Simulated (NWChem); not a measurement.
CH5Sb; SMILES [SbH2][CH3]

def2 effective core potentials on Sb; no spin-orbit coupling.

### Question
Give the equilibrium geometry at PBE0/def2-SVP with def2 effective core potentials on Sb (NWChem) as a list of bonds and angles, with the point group.

### Answer
point group Cs; any orientation.
Bonds (Å): Sb1–H2 1.718, Sb1–H3 1.718, Sb1–C4 2.177, C4–H5 1.097, C4–H6 1.099, C4–H7 1.099. Bond angles (°): H2–Sb1–H3 91.0, H2–Sb1–C4 93.9, H3–Sb1–C4 93.9, Sb1–C4–H5 111.3, Sb1–C4–H6 108.8, Sb1–C4–H7 108.8, H5–C4–H6 109.6, H5–C4–H7 109.6, H6–C4–H7 108.7.
